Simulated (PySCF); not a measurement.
Unknown compound

An unknown has the formula C5H7Cl3O. Its calculated NMR data are:

$^{1}$H NMR (300 MHz, computed): δ 3.33 (q, 1H), 2.45 (s, 3H), 1.48 (d, 3H).

$^{13}$C{$^{1}$H} NMR (computed): δ 208.9 (C), 124.7 (C), 64.9 (CH), 36.4 (CH3), 18.3 (CH3).

Computed data (PySCF 2.14): σ from GIAO-PBE0/pcSseg-1, geometry: GFN2-xTB. Non-relativistic Hamiltonian, averaged over atoms made equivalent by symmetry, fast rotation or ring inversion, no solvent, one conformer.

References, each an isolated molecule treated in the same way: $^{1}$H, $^{13}$C vs TMS.

Deduce the structure.

Answers


The formula gives 1 degree of unsaturation (no ring in the answer). 5 carbon signals for 5 carbons: no two carbons are equivalent. Carbon types of the structure: 2 × C, 1 × CH, 2 × CH3, which accounts for all hydrogens. δC 208.9: ketone carbonyl carbon; low-lying n→π* states of the double bond to the heteroatom give a large paramagnetic term (-269 ppm). δC 124.7: fully substituted sp3 carbon bonded to 3 Cl; 3 electronegative neighbours deshield it. δC 64.9: sp3 CH α to a carbonyl. δC 36.4: methyl carbon α to a carbonyl; the adjacent C=O deshields it moderately. δC 18.3: methyl carbon; a saturated carbon with 1 carbon neighbour and no heteroatom attached. δH 3.33: hydrogen on an sp3 CH α to a carbonyl. δH 2.45: hydrogen on a methyl carbon α to a carbonyl; α to C=O.

Structure: SMILES ClC([C@@H](C(C)=O)C)(Cl)Cl.

The data come from this structure; uniqueness wasn't tested.

Carbons that carry Cl, above all several Cl atoms, come out too deshielded, partly because spin–orbit coupling is missing. Shifts are as computed. Against solution values, carbons near 30 ppm lie about +3 ppm off and those near 130 ppm about +5 ppm; carbons on Cl a further +6 ppm. Of 1211 compounds with measured shifts, 218 miss one by over three times the rms of a fit or turn the order of signals round; such compounds aren't used in these exercises. No couplings were computed; multiplicities are counted from neighbouring protons, with m where these are inequivalent, close in shift, in a saturated or five-membered ring or joined by F or P, and br s for small geminal =CH2 splittings.
